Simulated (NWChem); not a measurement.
All runs are NWChem calculations. System: BO (+1), charge 1, spin multiplicity 1, at a geometry optimised with PBE/def2-SVP. The structure started from a generated list of species. Level: CR-EOMCCSD(T)/aug-cc-pVDZ, 2 core orbitals frozen.

Input file:

```
start mol
memory heap 100 mb stack 700 mb global 1900 mb
charge 1
geometry units angstroms nocenter noautoz
  B      0.000000     0.000000     0.742846
  O      0.000000     0.000000    -0.464279
  symmetry group C2v
end
basis spherical
  * library aug-cc-pvdz
end
scf
  rhf
  nopen 0
  maxiter 100
  thresh 1e-7
  semidirect memsize 60000000 filesize 0
end
tce
  freeze core 2
  creomsd(t)
  nroots 1
  2eorb
  2emet 13
  thresh 1e-5
  maxiter 200
  tilesize 24
end
task tce energy
```

Part of the output:

```
             Northwest Computational Chemistry Package (NWChem) 7.3.0
             --------------------------------------------------------

                                NWChem Input Module
                                -------------------

 Scaling coordinates for geometry "geometry" by  1.889725989
 (inverse scale =  0.529177249)

 Turning off AUTOSYM since
 SYMMETRY directive was detected!

                             Geometry "geometry" -> ""
                             -------------------------

 Output coordinates in angstroms (scale by  1.889725989 to convert to a.u.)

  No.       Tag          Charge          X              Y              Z
 ---- ---------------- ---------- -------------- -------------- --------------
    1 B                    5.0000     0.00000000     0.00000000     0.74284600
    2 O                    8.0000     0.00000000     0.00000000    -0.46427900

 Effective nuclear repulsion energy (a.u.)      17.5351268178

            Nuclear Dipole moment (a.u.)
            ----------------------------
        X                 Y               Z
 ---------------- ---------------- ----------------
     0.0000000000     0.0000000000    -0.0000037795

      Symmetry information
      --------------------

 Group name             C2v
 Group number             16
 Group order               4
 No. of unique centers     2

      Symmetry unique atoms

     1    2


 Summary of "ao basis" -> "" (spherical)
 ------------------------------------------------------------------------------
       Tag                 Description            Shells   Functions and Types
 ---------------- ------------------------------  ------  ---------------------
 *                        aug-cc-pvdz                 on all atoms

 Summary of "ao basis" -> "ao basis" (spherical)
 ------------------------------------------------------------------------------
       Tag                 Description            Shells   Functions and Types
 ---------------- ------------------------------  ------  ---------------------
 B                        aug-cc-pvdz                9       23   4s3p2d
[...]
     9b1  (alpha)     7a1  (beta ) ---     6b1  (alpha)     6b1  (beta )        0.1706139882
     8b2  (alpha)     7a1  (beta ) ---     5b2  (alpha)     6b1  (beta )        0.1056865812
======= CR-EOMCCSD(T) calculation ======
corresponding R0 value =     0.000000

CR-EOMCCSD(T) Intermediates cpu wall time             0.3            0.3
 creom_N i2_1 nr of boxes                    72
 creom_N i2_2 nr of boxes                   126
 creom_N i2_3 nr of boxes                    72
 creom_N i2_4 nr of boxes                   126

CR-EOMCCSD(T) triples loop cpu wall             0.2            0.2

 CR-EOMCCSD(T)  total energy / hartree       =       -99.263598388948097
 CR-EOMCCSD(T)  excitation energy (eV)       =      1.16359

 =========================================
 Excited-state calculation ( b2  symmetry)
 =========================================
 Dim. of EOMCC iter. space      500

 EOMCCSD SOLVER TYPE  1
  maxdiff =   0.40235428617861541

 No. of initial right vectors    1

 EOM-CCSD right-hand side iterations
 --------------------------------------------------------------
      Residuum       Omega / hartree  Omega / eV    Cpu    Wall
 --------------------------------------------------------------

 Iteration   1 using    1 trial vectors
   0.6818358290763   0.2061944790885    5.61084     0.2     0.2

 Iteration   2 using    2 trial vectors
   0.1643417466653   0.0539307374156    1.46753     0.1     0.1

 Iteration   3 using    3 trial vectors
   0.0570583965239   0.0420361411529    1.14386     0.1     0.1

 Iteration   4 using    4 trial vectors
   0.0186671223054   0.0423110852215    1.15134     0.1     0.1

 Iteration   5 using    5 trial vectors
   0.0043334515070   0.0422650240766    1.15009     0.1     0.1

 Iteration   6 using    6 trial vectors
   0.0014432403887   0.0422866920830    1.15068     0.1     0.1

 Iteration   7 using    7 trial vectors
   0.0004250207209   0.0423041741687    1.15116     0.1     0.1

 Iteration   8 using    8 trial vectors
   0.0001252252393   0.0423122343736    1.15137     0.1     0.1

 Iteration   9 using    9 trial vectors
   0.0000381393522   0.0423141676486    1.15143     0.1     0.1

 Iteration  10 using   10 trial vectors
   0.0000161633599   0.0423132498005    1.15140     0.1     0.1

 Iteration  11 using   11 trial vectors
   0.0000062505113   0.0423131462528    1.15140     0.1     0.1
 --------------------------------------------------------------
 Iterations converged
 ------------------

 Excited state root  1
 Excitation energy / hartree =        0.042313146252782
                   / eV      =        1.151399782921680
 largest EOMCCSD amplitudes: R1 and R2

 Singles contributions
     7a1  (alpha) ---     5b2  (alpha)       -0.8931143044

 Doubles contributions
     7a1  (alpha)     7a1  (beta ) ---     4a1  (alpha)     5b2  (beta )        0.1441374790
     7a1  (alpha)     7a1  (beta ) ---     5b2  (alpha)     4a1  (beta )        0.1441374790
     7a1  (alpha)     9b1  (beta ) ---     5b2  (alpha)     6b1  (beta )        0.1056865812
     7a1  (alpha)     8b2  (beta ) ---     5b2  (alpha)     5b2  (beta )        0.1706139882
     9b1  (alpha)     7a1  (beta ) ---     6b1  (alpha)     5b2  (beta )        0.1056865812
     8b2  (alpha)     7a1  (beta ) ---     5b2  (alpha)     5b2  (beta )        0.1706139882
======= CR-EOMCCSD(T) calculation ======
corresponding R0 value =     0.000000

CR-EOMCCSD(T) Intermediates cpu wall time             0.3            0.3
 creom_N i2_1 nr of boxes                    72
 creom_N i2_2 nr of boxes                   126
 creom_N i2_3 nr of boxes                    72
 creom_N i2_4 nr of boxes                   126

CR-EOMCCSD(T) triples loop cpu wall             0.2            0.2

 CR-EOMCCSD(T)  total energy / hartree       =       -99.263598388948097
 CR-EOMCCSD(T)  excitation energy (eV)       =      1.16359

 Task  times  cpu:        8.9s     wall:        8.9s

 Total times  cpu:        8.9s     wall:        8.9s
```
